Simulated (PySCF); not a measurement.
C2H7GeN, SMILES [GeH2]([CH]=C)[NH2].

The structure is a stationary point at B3LYP-D3(BJ)/def2-SVP. This is a generated structure with no PubChem entry under its InChIKey; it may be hypothetical. The values are those of a single conformer.

All values below come from B3LYP-D3(BJ)/def2-SVP in PySCF.

Frequencies are harmonic and unscaled.

| mode | ν (cm⁻¹) | IR (km/mol) | moving atoms (share of kinetic energy) |
|---|---|---|---|
| 1 | 77 | 0.4 | C 37 %, H 34 %, N 22 % |
| 2 | 164 | 20.0 | H 74 %, N 15 % |
| 3 | 180 | 12.3 | H 55 %, N 18 %, C 15 %, Ge 12 % |
| 4 | 268 | 2.0 | C 49 %, H 42 % |
| 5 | 456 | 27.1 | H 72 %, C 19 %, Ge 9 % |
| 6 | 512 | 61.6 | H 70 %, C 23 % |
| 7 | 557 | 126.5 | H 56 %, N 32 %, C 11 % |
| 8 | 588 | 95.5 | C 46 %, H 33 %, Ge 15 % |
| 9 | 681 | 43.0 | N 50 %, H 31 %, Ge 18 % |
| 10 | 715 | 10.5 | H 91 % |
| 11 | 810 | 131.3 | H 92 % |
| 12 | 848 | 65.9 | H 98 % |
| 13 | 927 | 21.5 | H 87 %, N 12 % |
| 14 | 982 | 28.9 | H 72 %, C 28 % |
| 15 | 1005 | 7.7 | H 84 %, C 15 % |
| 16 | 1035 | 10.8 | H 93 % |
| 17 | 1268 | 1.1 | H 73 %, C 27 % |
| 18 | 1415 | 10.2 | H 83 %, C 17 % |
| 19 | 1553 | 15.3 | H 91 %, N 9 % |
| 20 | 1664 | 4.1 | C 84 %, H 16 % |
| 21 | 2123 | 106.5 | H 99 % |
| 22 | 2129 | 148.4 | H 98 % |
| 23 | 3104 | 17.0 | H 95 % |
| 24 | 3127 | 7.6 | H 92 %, C 8 % |
| 25 | 3193 | 12.4 | H 89 %, C 11 % |
| 26 | 3516 | 8.1 | H 96 % |
| 27 | 3607 | 9.7 | H 92 %, N 8 % |
